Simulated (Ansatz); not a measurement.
Cost and result for the atomization energy of `C[O][Ge]([OH])([SiH3])[Cl]` (13 atoms, 12 bonds).

| atom | x (Å) | y (Å) | z (Å) |
| --- | --- | --- | --- |
| C1 | 1.933 | -0.438 | -0.867 |
| O2 | 0.684 | 0.087 | -1.266 |
| Ge3 | -0.463 | 0.719 | -0.078 |
| O4 | -1.655 | 1.590 | -1.033 |
| Si5 | -1.533 | -0.876 | 1.330 |
| Cl6 | 0.659 | 2.121 | 1.144 |
| H7 | 1.822 | -1.329 | -0.238 |
| H8 | 2.529 | 0.301 | -0.322 |
| H9 | 2.473 | -0.724 | -1.771 |
| H10 | -1.249 | 2.117 | -1.727 |
| H11 | -2.394 | -0.146 | 2.290 |
| H12 | -2.336 | -1.801 | 0.493 |
| H13 | -0.470 | -1.621 | 2.048 |

Total charge 0; spin multiplicity 1. Correlated methods include outer-core shells of Ge, which these sets cover unevenly. Scalar relativity is left out up to krypton. The geometry is a stationary point of PBE0-D4/def2-TZVP. It is one conformer, not always the lowest. Program: Ansatz. All runs use 2 threads of an AMD EPYC 7R13 on a shared host and a share of an NVIDIA H100 80 GB. Times are those of one run each, without the atoms' runs, and a repeat can differ threefold. Electronic energies, without spin–orbit coupling; frozen cores. CCSD(T)/CBS adds CCSD(T) − MP2 in def2-TZVPP to the MP2 limit, and its time is that of the two runs behind it. T1 = 0.012. With those shells the extrapolation isn't a true limit. B3LYP takes the VWN-RPA correlation (the form of Gaussian; ORCA's B3LYP/G).

CCSD(T)/CBS is a level of theory with its own doubt, some kJ/mol a heavy atom from the limit and from the frozen cores, so smaller differences don't rank the functionals.

| level | functions | wall time | atomization (kJ/mol) | difference from CCSD(T)/CBS | per bond |
| --- | --- | --- | --- | --- | --- |
| PBE0-D4/def2-TZVPP | 323 | 4.1 s | 4392.0 | -52.4 | -4.4 |
| B3LYP-D4/def2-TZVPP (with forces) | 323 | 6 s | 4398.9 | -45.5 | -3.8 |
| B2PLYP/def2-TZVPP | 323 | 6 s | 4360.9 | -83.5 | -7.0 |
| PBE-D4/def2-TZVPP (with forces) | 323 | 6 s | 4471.9 | 27.5 | 2.3 |
| r2SCAN-D4/def2-TZVPP (with forces) | 323 | 7 s | 4438.1 | -6.3 | -0.5 |
| MP2/def2-QZVPP | 610 | 7.5 s | 4467.0 | 22.6 | 1.9 |
| ωB97X-V/def2-TZVPP | 323 | 8.5 s | 4450.6 | 6.2 | 0.5 |
| ωB97M-V/def2-TZVPP (with forces) | 323 | 10 s | 4423.7 | -20.7 | -1.7 |
| CCSD(T)/def2-TZVPP | 323 | 14 s | 4328.3 | -116.1 | -9.7 |
| CCSD(T)/CBS(def2) | – | 22 s | 4444.4 | 0.0 | 0.0 |

From PBE to PBE0 (25 % exact exchange), in def2-TZVPP and without D4, the atomization energy moves by −75.4 kJ/mol: exact exchange takes away binding that semilocal exchange gives to molecules. The D4 term adds +54.0 kJ/mol with B3LYP and +29.0 kJ/mol with PBE0; it sums over pairs of atoms, weighted by their polarisabilities, and B3LYP, whose exchange is more repulsive, gets the larger term. In def2-TZVPP, CCSD(T) changes the Hartree–Fock value by +1168.1 kJ/mol (the triples alone add +70.0 kJ/mol) and MP2 by +1238.5 kJ/mol; breaking electron pairs costs correlation energy, which Hartree–Fock lacks.
